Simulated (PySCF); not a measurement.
**Orbital energies and ionisation energy**

Compound: C2H10B3N3.
Geometry (PBE0-D3(BJ)/def2-SVP, Å), atoms numbered from 1 in this order:
```
atom  x, y, z in Å
C1     2.582    0.153   -0.527
C2     1.837   -0.280    0.723
N3     0.426    0.086    0.691
B4    -0.529   -0.813    0.120
N5    -1.897   -0.414    0.058
B6    -2.355    0.847    0.541
N7    -1.372    1.715    1.099
B8     0.007    1.361    1.185
H9     2.524    1.246   -0.658
H10    2.148   -0.316   -1.424
H11    3.645   -0.129   -0.473
H12    2.304    0.175    1.611
H13    1.920   -1.371    0.846
H14   -0.179   -1.894   -0.297
H15   -2.568   -1.057   -0.341
H16   -3.521    1.162    0.483
H17   -1.661    2.615    1.457
H18    0.813    2.123    1.673
```

Level: B3LYP/def2-SVPD (PySCF). Frontier orbitals with their largest atomic shares (Löwdin; up to four atoms above 4 %):

| orbital | ε (eV) | main atoms |
| --- | --- | --- |
| HOMO−3 | -8.96 | B6 24 %, H16 22 %, N5 10 %, N7 10 % |
| HOMO−2 | -8.82 | B8 17 %, B4 17 %, N3 15 %, H18 14 % |
| HOMO−1 | -7.91 | N7 34 %, N5 34 %, B4 8 %, B8 8 % |
| HOMO | -7.37 | ? |
| LUMO | 0.01 | B6 31 %, N7 11 %, N5 11 %, B8 10 % |
| LUMO+1 | 0.05 | B4 25 %, B8 24 %, N3 12 %, N5 10 % |
| LUMO+2 | 0.24 | B6 30 %, B4 16 %, B8 16 %, H15 8 % |

Q: What vertical ionisation energy does ΔSCF give, and how far is −ε(HOMO) from it?

A: ΔSCF: 9.36 eV (903 kJ/mol; threshold wavelength 132 nm); ⟨S²⟩ of the doublet left behind is 0.758, against 0.75 for a pure doublet. −ε(HOMO) is 7.37 eV, 1.99 eV below it. In exact Kohn–Sham theory the two would be equal; B3LYP (global hybrid, 20 % exact exchange) falls short of its own ΔSCF value by 21 %.

Q: On which atoms does the HOMO lie?

A: N3 (boron-bound nitrogen) 42 %, C2 (sp3 carbon bound to nitrogen) 9 %, N5 (boron-bound nitrogen) 8 %, N7 (boron-bound nitrogen) 8 %. The HOMO−1 lies 0.54 eV lower.

Q: What total energies stand behind the ΔSCF value?

A: E(N) = -321.08921 Eh and E(N − 1) = -320.74522 Eh at the same geometry, 0.34399 Eh apart.

Q: How many of the 10 lowest singlet excitations (vertical TDDFT, same level) lie below the ionisation energy?

A: All 10; they run from 6.35 to 7.72 eV.

Q: What kinetic energy would electrons from this vertical process carry with He II light (40.814 eV)?

A: 40.81 − 9.36 = 31.45 eV.

Q: Shift the occupied levels rigidly so that −ε(HOMO) equals the ΔSCF value. What binding energies result?

A: The shift is +1.99 eV: HOMO 9.36, HOMO−1 9.90, HOMO−2 10.81, HOMO−3 10.95 eV. A rigid shift is only a rough guide to the deeper ionisations.

Isolated species at its PBE0-D3(BJ)/def2-SVP geometry (one conformer only).
